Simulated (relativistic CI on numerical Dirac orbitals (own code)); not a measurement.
Mn6+: resonant inelastic scattering at the L2,3 edge

Computed with this model: Dirac-Coulomb-Breit CI, separate exchange-only KLI orbitals for each configuration, a model potential for QED, valence Slater integrals scaled by 0.9, Kramers-Heisenberg scattering through one core-hole configuration in a parametric crystal field; configurations [Ar] 3d → [He] 2s2 2p5 3s2 3p6 3d2; 300 K; core-hole width 0.24 eV; summed over polarisations. Incident energies are the highest absorption maxima for each field (at most a few, so the weaker spin-orbit partner edge can be absent), on the computed scale of the free ion. Intensities are in per cent of the strongest line above 0.02 eV; levels within 1 cm⁻¹ are merged; final levels count from the ground level, the first row holds all elastic scattering, lines under 0.4 are left out and each table stops after 24 rows. The scale of the Slater integrals is a model choice and moves the terms in proportion.

Field parameters in Wybourne normalisation: D4h B²₀ = −7Ds, B⁴₀ = 21(Dq − Dt), B⁴₄ = 21√(5/14) Dq. The field is a parameter set, without covalency.

S is read from ⟨S²⟩ = S(S + 1).

D4h, 10Dq = 28650, Ds = -1500, Dt = 140 cm⁻¹:

```tsv
Final level (eV)	Degeneracy	Irrep	S	659.7 eV	667.7 eV	669.6 eV
0.000	2	Γ7	0.50	114.9	40.6	320.4
0.615	2	Γ6	0.50	7.4	33.4	84.2
0.684	2	Γ7	0.50	4.8	10.0	100.0
3.558	2	Γ7	0.50	5.4	7.8	9.9
4.215	2	Γ6	0.50	4.0	1.6	12.7
```

D4h, 10Dq = 28650, Ds = -860, Dt = 140 cm⁻¹:

```tsv
Final level (eV)	Degeneracy	Irrep	S	659.8 eV	669.5 eV	669.7 eV
0.000	2	Γ7	0.50	118.1	264.9	222.3
0.379	2	Γ6	0.50	24.4	77.8	49.0
0.449	2	Γ7	0.50	7.4	94.2	100.0
3.560	2	Γ7	0.50	10.0	13.1	44.9
3.900	2	Γ6	0.50	1.8	10.0	31.2
```

D4h, 10Dq = 28650, Ds = -210, Dt = 140 cm⁻¹:

```tsv
Final level (eV)	Degeneracy	Irrep	S	659.7 eV	669.3 eV	669.9 eV
0.000	2	Γ7	0.50	107.2	285.3	144.6
0.142	2	Γ6	0.50	30.3	100.0	23.1
0.218	2	Γ7	0.50	16.8	85.7	80.0
3.565	2	Γ7	0.50	17.7	11.1	10.5
3.583	2	Γ6	0.50	4.1	7.9	27.5
```

For the first field the strongest loss at the lowest incident energy is the level at 0.62 eV (S = 0.50, against 0.50 in the thermal ground state).
